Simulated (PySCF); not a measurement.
Computed shifts of a molecule C3H6F2O, PySCF with PBE/pcSseg-1, GIAO, gas phase, equivalent atoms averaged, in ppm (number of nuclei): ¹³C: 135.1 (1), 55.3 (1), 21.2 (1). ¹⁹F: -109.2 (1), -122.6 (1). ¹H: 3.82 (3), 1.77 (3). References: ¹³C against TMS (σ = 182.0 ppm); ¹⁷O against H2O (σ = 334.3 ppm); ¹⁹F against CFCl3 (σ = 133.6 ppm); ¹H against TMS (σ = 31.49 ppm), references at their B3LYP-D3(BJ)/def2-TZVP geometries, non-relativistic. Geometry optimised at PBE0-D3(BJ)/def2-SVP. Other conformers were not sampled.

Question: Which molecule gave these data?
A. COCC(F)F
B. CC(F)(F)CO
C. COC(C)(F)F
D. OCCC(F)F

Answer: C, COC(C)(F)F
